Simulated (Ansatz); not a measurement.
Ansatz (a quantum-chemistry and plane-wave program) input for C3H7BF2O, SMILES FCB(F)[C@@H](C)O, r2SCAN-D4/def2-SVP. 

Ansatz 0.2 input:
```yaml
crystal:
  periodic: [false, false, false]
  atoms:
    - {symbol: C, position_ang: [-1.61887120, 0.17355538, -0.99883122]}
    - {symbol: C, position_ang: [-0.86924812, 0.42874677, 0.32386265]}
    - {symbol: O, position_ang: [-1.68617721, 0.11397378, 1.44298281]}
    - {symbol: B, position_ang: [0.50026065, -0.39493364, 0.37201942]}
    - {symbol: F, position_ang: [0.67572736, -1.38426201, 1.21595612]}
    - {symbol: C, position_ang: [1.72201314, -0.08223229, -0.59889386]}
    - {symbol: F, position_ang: [1.49772531, 0.97328818, -1.46442516]}
    - {symbol: H, position_ang: [-2.52742539, 0.77336115, -1.03300979]}
    - {symbol: H, position_ang: [-1.89167253, -0.87600066, -1.07758602]}
    - {symbol: H, position_ang: [-0.99117385, 0.44541215, -1.84146189]}
    - {symbol: H, position_ang: [-0.62854443, 1.50750722, 0.34889724]}
    - {symbol: H, position_ang: [-2.53390651, 0.56215291, 1.34021191]}
    - {symbol: H, position_ang: [2.62589695, 0.17403620, -0.03314156]}
    - {symbol: H, position_ang: [1.97050331, -0.94524576, -1.22847339]}
basis:
  gaussian:
    orbitals: def2-SVP
hamiltonian:
  xc: r2scan
  dispersion: d4
relax: {f_tol: 0.002, max_steps: 200}
```

It prints:

```
WARN ansatz: RAYON_NUM_THREADS=1 ignored (pool sized by the plan → 1); use --threads N
Functional definition: r2SCAN
integrals: 0.08 GiB planned
1473 factors; their error is unknown
mean field: 0.46 GiB planned
mean field evaluation 1: about -11360.2890 eV, gradient 6.3e1 eV
mean field evaluation 2: about -11355.0505 eV, gradient 8.0e1 eV
mean field evaluation 4: about -11368.9682 eV, gradient 3.7e0 eV
mean field evaluation 8: about -11369.0058 eV, gradient 7.8e-2 eV
mean field evaluation 16: about -11368.9343 eV, gradient 2.8e-4 eV
mean field -11368.93434686 eV, -417.8006311066 hartree, gradient 1.2e-5 eV, S^2 0.000000; 0 other end points of the search recorded, 0 dependent functions left out
the calculation of the forces begins
reference -11368.93435711 eV, -417.8006314833 hartree; 28, 28 occupied and 105, 105 virtual orbitals, 1473 factors
relax step   1: F+E_penalty+E_count = -11369.00355150 eV  Δ(F+E_penalty+E_count) = +0.000e0 eV  max|allowed force component| = 9.001e-1 eV/Å  Δτ_max = 0.0000 Å  (29 SCF iters, accepted)
these checks for a lower state are left out or cut short: starts, cluster_reference, orbital_swaps, neighbouring_geometries, increment
integrals: 0.08 GiB planned
1473 factors; their error is unknown
mean field: 0.46 GiB planned
mean field -11369.00428886 eV, -417.8032014276 hartree, gradient 1.7e-5 eV, S^2 0.000000; 0 other end points of the search recorded, 0 dependent functions left out
the calculation of the forces begins
reference -11369.00429908 eV, -417.8032018032 hartree; 28, 28 occupied and 105, 105 virtual orbitals, 1473 factors
relax step   2: F+E_penalty+E_count = -11369.07400481 eV  Δ(F+E_penalty+E_count) = -7.045e-2 eV  max|allowed force component| = 3.929e-1 eV/Å  Δτ_max = 0.0877 Å  (30 SCF iters, accepted)
these checks for a lower state are left out or cut short: starts, cluster_reference, orbital_swaps, neighbouring_geometries, increment
integrals: 0.08 GiB planned
1473 factors; their error is unknown
mean field: 0.46 GiB planned
mean field evaluation 32: about -11369.0108 eV, gradient 1.6e-5 eV
mean field -11369.01080192 eV, -417.8034407781 hartree, gradient 1.7e-5 eV, S^2 0.000000; 0 other end points of the search recorded, 0 dependent functions left out
the calculation of the forces begins
reference -11369.01081212 eV, -417.8034411529 hartree; 28, 28 occupied and 105, 105 virtual orbitals, 1473 factors
relax step   3: F+E_penalty+E_count = -11369.08055405 eV  Δ(F+E_penalty+E_count) = -6.549e-3 eV  max|allowed force component| = 1.353e-1 eV/Å  Δτ_max = 0.0198 Å  (31 SCF iters, accepted)
these checks for a lower state are left out or cut short: starts, cluster_reference, orbital_swaps, neighbouring_geometries, increment
integrals: 0.08 GiB planned
1473 factors; their error is unknown
mean field: 0.46 GiB planned
mean field -11369.01147936 eV, -417.8034656736 hartree, gradient 1.7e-5 eV, S^2 0.000000; 0 other end points of the search recorded, 0 dependent functions left out
the calculation of the forces begins
reference -11369.01148954 eV, -417.8034660479 hartree; 28, 28 occupied and 105, 105 virtual orbitals, 1473 factors
relax step   4: F+E_penalty+E_count = -11369.08123820 eV  Δ(F+E_penalty+E_count) = -6.842e-4 eV  max|allowed force component| = 7.028e-2 eV/Å  Δτ_max = 0.0162 Å  (31 SCF iters, accepted)
these checks for a lower state are left out or cut short: starts, cluster_reference, orbital_swaps, neighbouring_geometries, increment
integrals: 0.08 GiB planned
1473 factors; their error is unknown
mean field: 0.46 GiB planned
mean field -11369.01184406 eV, -417.8034790762 hartree, gradient 1.7e-5 eV, S^2 0.000000; 0 other end points of the search recorded, 0 dependent functions left out
the calculation of the forces begins
reference -11369.01185424 eV, -417.8034794504 hartree; 28, 28 occupied and 105, 105 virtual orbitals, 1473 factors
relax step   5: F+E_penalty+E_count = -11369.08160104 eV  Δ(F+E_penalty+E_count) = -3.628e-4 eV  max|allowed force component| = 3.356e-2 eV/Å  Δτ_max = 0.0063 Å  (31 SCF iters, accepted)
these checks for a lower state are left out or cut short: starts, cluster_reference, orbital_swaps, neighbouring_geometries, increment
integrals: 0.08 GiB planned
1473 factors; their error is unknown
mean field: 0.46 GiB planned
mean field -11369.01196624 eV, -417.8034835662 hartree, gradient 1.7e-5 eV, S^2 0.000000; 0 other end points of the search recorded, 0 dependent functions left out
the calculation of the forces begins
reference -11369.01197642 eV, -417.8034839403 hartree; 28, 28 occupied and 105, 105 virtual orbitals, 1473 factors
relax step   6: F+E_penalty+E_count = -11369.08173042 eV  Δ(F+E_penalty+E_count) = -1.294e-4 eV  max|allowed force component| = 2.071e-2 eV/Å  Δτ_max = 0.0092 Å  (31 SCF iters, accepted)
these checks for a lower state are left out or cut short: starts, cluster_reference, orbital_swaps, neighbouring_geometries, increment
integrals: 0.08 GiB planned
1473 factors; their error is unknown
mean field: 0.46 GiB planned
mean field -11369.01204382 eV, -417.8034864173 hartree, gradient 1.7e-5 eV, S^2 0.000000; 0 other end points of the search recorded, 0 dependent functions left out
the calculation of the forces begins
reference -11369.01205400 eV, -417.8034867914 hartree; 28, 28 occupied and 105, 105 virtual orbitals, 1473 factors
relax step   7: F+E_penalty+E_count = -11369.08182176 eV  Δ(F+E_penalty+E_count) = -9.133e-5 eV  max|allowed force component| = 8.330e-3 eV/Å  Δτ_max = 0.0121 Å  (31 SCF iters, accepted)
these checks for a lower state are left out or cut short: starts, cluster_reference, orbital_swaps, neighbouring_geometries, increment
integrals: 0.08 GiB planned
1473 factors; their error is unknown
mean field: 0.46 GiB planned
mean field evaluation 64: about -11369.0119 eV, gradient 2.6e-1 eV
mean field -11369.01206529 eV, -417.8034872064 hartree, gradient 1.7e-5 eV, S^2 0.000000; 0 other end points of the search recorded, 0 dependent functions left out
the calculation of the forces begins
reference -11369.01207547 eV, -417.8034875804 hartree; 28, 28 occupied and 105, 105 virtual orbitals, 1473 factors
relax step   8: F+E_penalty+E_count = -11369.08184504 eV  Δ(F+E_penalty+E_count) = -2.329e-5 eV  max|allowed force component| = 3.297e-3 eV/Å  Δτ_max = 0.0067 Å  (31 SCF iters, accepted)
these checks for a lower state are left out or cut short: starts, cluster_reference, orbital_swaps, neighbouring_geometries, increment
integrals: 0.08 GiB planned
1473 factors; their error is unknown
mean field: 0.46 GiB planned
mean field -11369.01206914 eV, -417.8034873476 hartree, gradient 8.1e-6 eV, S^2 0.000000; 0 other end points of the search recorded, 0 dependent functions left out
the calculation of the forces begins
reference -11369.01207931 eV, -417.8034877216 hartree; 28, 28 occupied and 105, 105 virtual orbitals, 1473 factors
relax step   9: F+E_penalty+E_count = -11369.08184887 eV  Δ(F+E_penalty+E_count) = -3.827e-6 eV  max|allowed force component| = 1.895e-3 eV/Å  Δτ_max = 0.0019 Å  (23 SCF iters, accepted)
these checks for a lower state are left out or cut short: starts, cluster_reference, orbital_swaps, neighbouring_geometries, increment
integrals: 0.08 GiB planned
1473 factors; their error is unknown
mean field: 0.46 GiB planned
mean field -11369.01207230 eV, -417.8034874640 hartree, gradient 7.2e-6 eV, S^2 0.000000; 0 other end points of the search recorded, 0 dependent functions left out
the calculation of the forces begins
reference -11369.01208248 eV, -417.8034878381 hartree; 28, 28 occupied and 105, 105 virtual orbitals, 1473 factors
relax step  10: F+E_penalty+E_count = -11369.08185094 eV  Δ(F+E_penalty+E_count) = -2.068e-6 eV  max|allowed force component| = 2.401e-3 eV/Å  Δτ_max = 0.0021 Å  (23 SCF iters, accepted)
these checks for a lower state are left out or cut short: starts, cluster_reference, orbital_swaps, neighbouring_geometries, increment
integrals: 0.08 GiB planned
1473 factors; their error is unknown
mean field: 0.46 GiB planned
mean field -11369.01207376 eV, -417.8034875174 hartree, gradient 2.2e-5 eV, S^2 0.000000; 0 other end points of the search recorded, 0 dependent functions left out
the calculation of the forces begins
reference -11369.01208393 eV, -417.8034878914 hartree; 28, 28 occupied and 105, 105 virtual orbitals, 1473 factors
relax step  11: F+E_penalty+E_count = -11369.08185147 eV  Δ(F+E_penalty+E_count) = -5.324e-7 eV  max|allowed force component| = 8.361e-4 eV/Å  Δτ_max = 0.0010 Å  (22 SCF iters, accepted)
integrals: 0.08 GiB planned
1473 factors; their error is unknown
mean field: 0.46 GiB planned
mean field evaluation 96: about -11369.0836 eV, gradient 7.6e-2 eV
mean field -11369.01207376 eV, -417.8034875174 hartree, gradient 2.2e-5 eV, S^2 0.000000; 1 other end points of the search recorded, 0 dependent functions left out
the calculation of the forces begins
reference -11369.01208393 eV, -417.8034878914 hartree; 28, 28 occupied and 105, 105 virtual orbitals, 1473 factors
Total energy: -11369.08186165 eV, -417.8060521751 hartree
Atom 0 at    -1.567826     0.162285    -1.006153 Å, force    -0.000154     0.000052     0.000836 eV/Å
Atom 1 at    -0.870584     0.436579     0.335489 Å, force     0.000339     0.000151    -0.000191 eV/Å
Atom 2 at    -1.675288     0.077854     1.444330 Å, force    -0.000103    -0.000095    -0.000626 eV/Å
Atom 3 at     0.483165    -0.359671     0.383063 Å, force    -0.000119    -0.000577    -0.000430 eV/Å
Atom 4 at     0.669295    -1.348258     1.252396 Å, force     0.000089     0.000085     0.000225 eV/Å
Atom 5 at     1.671128    -0.068936    -0.611394 Å, force    -0.000343     0.000595    -0.000267 eV/Å
Atom 6 at     1.425341     1.030652    -1.429619 Å, force     0.000093    -0.000317     0.000134 eV/Å
Atom 7 at    -2.501660     0.746371    -1.081757 Å, force    -0.000222    -0.000013    -0.000079 eV/Å
Atom 8 at    -1.833027    -0.903306    -1.099344 Å, force    -0.000143    -0.000262    -0.000213 eV/Å
Atom 9 at    -0.922968     0.450567    -1.850077 Å, force     0.000224     0.000094     0.000177 eV/Å
Atom 10 at    -0.603501     1.519439     0.352497 Å, force     0.000024     0.000302     0.000063 eV/Å
Atom 11 at    -2.502772     0.572315     1.377139 Å, force     0.000043     0.000050     0.000108 eV/Å
Atom 12 at     2.608983     0.107893    -0.048738 Å, force     0.000225    -0.000013     0.000067 eV/Å
Atom 13 at     1.864822    -0.954426    -1.249724 Å, force     0.000048    -0.000050     0.000195 eV/Å
Dipole moment:    -0.085366     0.108532    -0.183322 e Å
```

Self-consistency was reached.
